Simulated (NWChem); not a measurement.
System: BiH₂Br; SMILES [Br][BiH2]

NWChem input:

```
start job
memory heap 200 mb stack 900 mb global 1100 mb
geometry units angstroms
  Bi    -0.399551    -0.443489     0.387767
  H     -1.794332    -0.072882    -0.655006
  H      0.011149    -1.766138    -0.731166
  Br     1.067478     1.183096    -0.996679
end
basis spherical
  * library def2-svp
end
ecp
  Bi library def2-ecp
end
dft
  xc pbe0
  iterations 150
end
driver
  maxiter 120
end
task dft optimize
dft
  grid fine
  convergence energy 1d-8 density 1d-7
end
task dft freq numerical
```

This build's default masses of Se (78.918 u) and Br (79.917 u) are each other's, which moves their modes by up to 0.6 %. def2 effective core potentials on Bi; no spin-orbit coupling.

The level has its own optimisation; frequencies are unscaled.

Question: What results follow from this input? (PBE0/def2-SVP with def2 effective core potentials on Bi.) Quantities: r Bi–H (Å); r Bi–Br (Å); highest harmonic frequency (cm⁻¹); lowest (cm⁻¹); zero-point energy (kcal/mol).

Answer: 
```
Quantity                           Result
---------------------------------  ------
r Bi–H (Å)                          1.800
r Bi–Br (Å)                         2.629
highest harmonic frequency (cm⁻¹)    1836
lowest (cm⁻¹)                         221
zero-point energy (kcal/mol)          8.2
```
